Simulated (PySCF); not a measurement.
**Spin states of GaH**

Unrestricted PBE0; PySCF, no relativity, basis sets Ga def2-TZVPPD, H def2-TZVPPD. Outer shells of the fragments: Ga 3d10 4s2 4p1; H 1s1.

Followed along the bond (rough minima from three points):

```
2Ms+1  unpaired  ⟨S²⟩ at the start  R at minimum (Å)  Te (eV)
    1      none               0.00              1.68     0.00
    3  σ ↑, π ↑               2.00              1.61     1.98
```

Solutions found at the starting distance of 1.525 Å, counted from the lowest of them; the search is not exhaustive and high or unbound solutions are not listed, so other states can lie among these:

```csv
2Ms+1,unpaired,term,E (eV),⟨S²⟩,⟨Lz²⟩,μ (D)
1,none,¹Σ⁺,0.00,0.00,0.00,0.30
3,"σ ↑, π ↑",³Π,1.87,2.00,1.00,-0.17
1,"σ ↑, π ↓",mixed,2.26,1.02,1.00,-0.10
3,σ ↑↑,³Σ⁺,5.24,2.01,0.00,2.02
3,π ↑↑,³Σ⁻,5.34,2.10,0.00,-0.56
1,π ↑↓,mixed,5.75,1.00,2.02,-0.65
1,none,mixed,6.49,0.00,2.00,-0.62
3,"σ ↑, δ ↑",³Δ,6.69,2.01,4.00,0.23
1,"σ ↑, δ ↓",mixed,6.73,1.01,4.00,0.25
```

A term symbol is given only where ⟨S²⟩ and ⟨Lz²⟩ are close to those of a pure state; real π, δ and φ orbitals otherwise mix terms. A positive dipole means Ga(−)H(+).

Problem. Compare the gap between the two lowest followed solutions at the starting distance with the gap between their minima.

Solution. At PBE0 the second solution (triplet, unpaired electrons σ ↑, π ↑) lies +1.87 eV from the first (singlet, closed shell) at 1.525 Å and +1.98 eV at the minima; the two curves relax by different amounts, since their minima lie near 1.61 and 1.68 Å.

Counting both spins, an empty level lies below a filled one in some of these solutions, because spin and occupation are held.
